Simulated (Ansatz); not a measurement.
Ansatz (a first-principles code) input (B3LYP-D3(BJ)/def2-TZVP):

Ansatz 0.2 input:
```yaml
crystal:
  periodic: [false, false, false]
  atoms:
    - {symbol: Si, position_ang: [-0.01202745, -0.61458572, -1.53475778]}
    - {symbol: N, position_ang: [-1.42706495, -0.36354203, -0.64970374]}
    - {symbol: Si, position_ang: [-2.12334400, 0.15912313, 0.79415731]}
    - {symbol: O, position_ang: [1.35452571, -0.20416633, -0.75305374]}
    - {symbol: Si, position_ang: [2.15659524, 0.36447366, 0.52733805]}
    - {symbol: H, position_ang: [0.11982675, -2.04527125, -1.81013778]}
    - {symbol: H, position_ang: [-0.04547735, 0.23989977, -2.72167107]}
    - {symbol: H, position_ang: [-3.03078925, 1.25861237, 0.43047064]}
    - {symbol: H, position_ang: [-2.91345867, -0.97610809, 1.29516512]}
    - {symbol: H, position_ang: [-1.17010421, 0.60716625, 1.82025822]}
    - {symbol: H, position_ang: [1.72239977, 1.73830203, 0.78292866]}
    - {symbol: H, position_ang: [3.55593982, 0.29443303, 0.11325038]}
    - {symbol: H, position_ang: [1.87634166, -0.49393961, 1.67874980]}
basis:
  gaussian:
    orbitals: def2-TZVP
hamiltonian:
  xc: b3lyp
  dispersion: d3bj
magnetization: {spin_polarized: true, initial_magnetization: 1}
relax: {f_tol: 0.002, max_steps: 150}
```

End of the output:

```
relax step  10: F+E_penalty+E_count = -27306.58806357 eV  Δ(F+E_penalty+E_count) = -2.141e-5 eV  max|allowed force component| = 5.676e-3 eV/Å  Δτ_max = 0.0061 Å  (49 SCF iters, accepted)
these checks for a lower state are left out or cut short: starts, cluster_reference, orbital_swaps, neighbouring_geometries, increment
integrals: 0.17 GiB planned
1441 factors; their error is unknown
0.29 GiB of the device are held for the grids
1.30 GiB of device memory are held for the factors and their scratch space
mean field: 1.36 GiB planned
mean field -27306.01452109 eV, -1003.4775249686 hartree, gradient 1.5e-5 eV, S^2 0.754647; 0 other end points of the search recorded, 0 dependent functions left out
the calculation of the forces begins
reference -27306.01485395 eV, -1003.4775372012 hartree; 33, 32 occupied and 188, 189 virtual orbitals, 1441 factors
relax step  11: F+E_penalty+E_count = -27306.58807291 eV  Δ(F+E_penalty+E_count) = -9.338e-6 eV  max|allowed force component| = 7.154e-4 eV/Å  Δτ_max = 0.0024 Å  (33 SCF iters, accepted)
these checks for a lower state are left out or cut short: starts, cluster_reference, orbital_swaps, neighbouring_geometries, increment
integrals: 0.17 GiB planned
1441 factors; their error is unknown
0.29 GiB of the device are held for the grids
1.30 GiB of device memory are held for the factors and their scratch space
mean field: 1.36 GiB planned
mean field -27306.01446476 eV, -1003.4775228986 hartree, gradient 9.3e-6 eV, S^2 0.754647; 0 other end points of the search recorded, 0 dependent functions left out
the calculation of the forces begins
reference -27306.01479764 eV, -1003.4775351316 hartree; 33, 32 occupied and 188, 189 virtual orbitals, 1441 factors
relax step  12: F+E_penalty+E_count = -27306.58807452 eV  Δ(F+E_penalty+E_count) = -1.612e-6 eV  max|allowed force component| = 1.018e-3 eV/Å  Δτ_max = 0.0025 Å  (35 SCF iters, accepted)
integrals: 0.17 GiB planned
1441 factors; their error is unknown
0.29 GiB of the device are held for the grids
1.30 GiB of device memory are held for the factors and their scratch space
mean field: 1.36 GiB planned
mean field evaluation 128: about -27306.0145 eV, gradient 9.0e-5 eV
mean field -27306.01446476 eV, -1003.4775228986 hartree, gradient 9.5e-6 eV, S^2 0.754647; 3 other end points of the search recorded, 0 dependent functions left out
the calculation of the forces begins
reference -27306.01479764 eV, -1003.4775351316 hartree; 33, 32 occupied and 188, 189 virtual orbitals, 1441 factors
Total energy: -27306.58840740 eV, -1003.4986149014 hartree
Atom 0 at     0.004869    -0.628509    -1.569680 Å, force     0.000164     0.000274     0.000221 eV/Å
Atom 1 at    -1.440470    -0.387756    -0.696048 Å, force     0.000029    -0.000355    -0.000316 eV/Å
Atom 2 at    -2.100398     0.161541     0.792844 Å, force    -0.000287     0.000464     0.001018 eV/Å
Atom 3 at     1.397255    -0.225565    -0.813048 Å, force    -0.000277    -0.000145    -0.000214 eV/Å
Atom 4 at     2.140710     0.360385     0.524623 Å, force    -0.000666     0.000171    -0.000213 eV/Å
Atom 5 at     0.056023    -2.072558    -1.890074 Å, force     0.000209    -0.000039    -0.000005 eV/Å
Atom 6 at    -0.111380     0.197786    -2.792094 Å, force     0.000246    -0.000064    -0.000110 eV/Å
Atom 7 at    -3.001265     1.297066     0.475528 Å, force     0.000026     0.000045    -0.000079 eV/Å
Atom 8 at    -2.890521    -0.955826     1.365253 Å, force    -0.000145     0.000111    -0.000086 eV/Å
Atom 9 at    -1.102502     0.607468     1.797628 Å, force    -0.000002    -0.000306    -0.000367 eV/Å
Atom 10 at     1.669887     1.735708     0.809071 Å, force     0.000114    -0.000297     0.000109 eV/Å
Atom 11 at     3.597685     0.375514     0.276536 Å, force     0.000283     0.000141     0.000036 eV/Å
Atom 12 at     1.843469    -0.500858     1.692455 Å, force     0.000306    -0.000000     0.000005 eV/Å
Dipole moment:     0.023771     0.048264     0.116215 e Å
```

It need not be the lowest isomer of its formula.
